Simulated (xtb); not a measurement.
selenium dioxide (O₂Se), singlet, from a rough starting geometry; GFN2-xTB run with xtb 6.7.1.

xtb was given this input:
```
$ xtb mol.xyz --gfn 2 --opt vtight --json

# file mol.xyz
3

O     -1.31958826     0.24435726     0.00322082
Se     0.04388011    -0.57652584    -0.05068274
O      1.23743316     0.35129039     0.04097612
```

It wrote (shortened):

```
   ID    Z sym.   atoms
    1    8 O      1, 3
    2   34 Se     2

           -------------------------------------------------
          |                Calculation Setup                |
           -------------------------------------------------

           -------------------------------------------------
          |                 G F N 2 - x T B                 |
           -------------------------------------------------

          ...................................................
          :                      SETUP                      :
          :.................................................:
          :  # basis functions                  18          :
          :  # atomic orbitals                  17          :
          :  # shells                            7          :
          :  # electrons                        18          :
          :  max. iterations                   250          :
          :  Hamiltonian                  GFN2-xTB          :
          :  restarted?                      false          :
          :  GBSA solvation                  false          :
          :  PC potential                    false          :
          :  electronic temp.          300.0000000     K    :
          :  accuracy                    1.0000000          :
          :  -> integral cutoff          0.2500000E+02      :
          :  -> integral neglect         0.1000000E-07      :
          :  -> SCF convergence          0.1000000E-05 Eh   :
          :  -> wf. convergence          0.1000000E-03 e    :
          :  Broyden damping             0.4000000          :
          :  net charge                          0          :
          :  unpaired electrons                  0          :
          ...................................................

 iter      E             dE          RMSdq      gap      omega  full diag
   1    -11.1629107 -0.111629E+02  0.186E+01    3.76       0.0  T
   2    -11.2722899 -0.109379E+00  0.799E+00    2.53       1.0  T
   3    -11.2719352  0.354657E-03  0.337E+00    2.57       1.0  T
   4    -11.2712847  0.650506E-03  0.134E+00    2.46       1.0  T
   5    -11.2733654 -0.208066E-02  0.376E-01    2.53       1.0  T
   6    -11.2733739 -0.854701E-05  0.154E-01    2.52       1.0  T
   7    -11.2733760 -0.209738E-05  0.715E-02    2.53       1.0  T
   8    -11.2733768 -0.752558E-06  0.286E-02    2.52       2.0  T
   9    -11.2733778 -0.990114E-06  0.128E-03    2.52      45.0  T
[...]
         :: total energy             -11.242394294729 Eh    ::
 * total energy  :   -11.2423943 Eh     change       -0.3748255E-09 Eh
 * total energy  :   -11.2441770 Eh     change       -0.1782683E-02 Eh
 * total energy  :   -11.2449744 Eh     change       -0.7974496E-03 Eh
 * total energy  :   -11.2449877 Eh     change       -0.1326043E-04 Eh
 * total energy  :   -11.2449878 Eh     change       -0.9408823E-07 Eh
   *** GEOMETRY OPTIMIZATION CONVERGED AFTER 5 ITERATIONS ***
         :: total energy             -11.244987782598 Eh    ::
[...]
        13                          0.0332550               0.9049
        14                          0.1132283               3.0811
        15                          0.1824030               4.9634
        16                          0.4248755              11.5615
        17                          0.8673256              23.6011
      -------------------------------------------------------------
                  HL-Gap            0.0917022 Eh            2.4953 eV
             Fermi-level           -0.4239188 Eh          -11.5354 eV

     #   Z          covCN         q      C6AA      α(0)
     1   8 O        0.855    -0.332    20.377     6.052
     2  34 Se       1.711     0.665   214.529    25.525
     3   8 O        0.855    -0.332    20.378     6.052

 Mol. C6AA /au·bohr⁶  :        551.350259
 Mol. C8AA /au·bohr⁸  :      26583.658267
 Mol. α(0) /au        :         37.629936

Wiberg/Mayer (AO) data.
largest (>0.10) Wiberg bond orders for each atom

 ---------------------------------------------------------------------------
     #   Z sym  total        # sym  WBO       # sym  WBO       # sym  WBO
 ---------------------------------------------------------------------------
     1   8 O    2.243 --     2 Se   1.955     3 O    0.288
     2  34 Se   3.910 --     1 O    1.955     3 O    1.955
     3   8 O    2.243 --     2 Se   1.955     1 O    0.288
 ---------------------------------------------------------------------------

Topologies differ in total number of bonds
Writing topology from bond orders to xtbtopo.mol

molecular dipole:
                 x           y           z       tot (Debye)
 q only:        0.057      -1.133      -0.095
   full:        0.064      -1.269      -0.106       3.240
molecular quadrupole (traceless):
                xx          xy          yy          xz          yz          zz
 q only:       -4.182      -0.294       2.543      -0.091       0.082       1.639
  q+dip:       -5.585      -0.382       3.045      -0.124       0.048       2.540
   full:       -6.578      -0.381       2.109      -0.157      -0.196       4.469

optimized geometry written to: xtbopt.xyz

           -------------------------------------------------
          | TOTAL ENERGY              -11.244987782598 Eh   |
          | GRADIENT NORM               0.000157951724 Eh/α |
          | HOMO-LUMO GAP               2.495344400502 eV   |
           -------------------------------------------------

normal termination of xtb
```
